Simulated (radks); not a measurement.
Task: The mean radii <r> (bohr) of the occupied orbitals of an atom or ion are listed with their occupations. Calculated with a radial shooting solver on a logarithmic mesh with Libxc functionals: scalar-relativistic Kohn-Sham, PBE, spin-polarised, spherical densities, point nucleus.

| orbital | occ. | <r> |
|---|---|---|
| 1s up | 1 | 0.1575 |
| 1s down | 1 | 0.1572 |
| 2s up | 1 | 0.7322 |
| 2s down | 1 | 0.7388 |
| 2p up | 1 | 0.6643 |
| 6s up | 1 | 9.049 |

Name the element and its charge. Open shells, if any, are filled with parallel spins first.

Result: Z = 10, neon, charge +4: Ne4+ in [He] 2s2 2p1 6s1. The 1s radius gives Z: for a bare nucleus <r> = (2 gamma + 1)/(2Z) with gamma = sqrt(1 - (Z/c)^2), 0.1497 bohr for Z = 10, and screening makes it slightly larger (0.1575 here). The occupations add up to 6, and the charge is Z minus that.
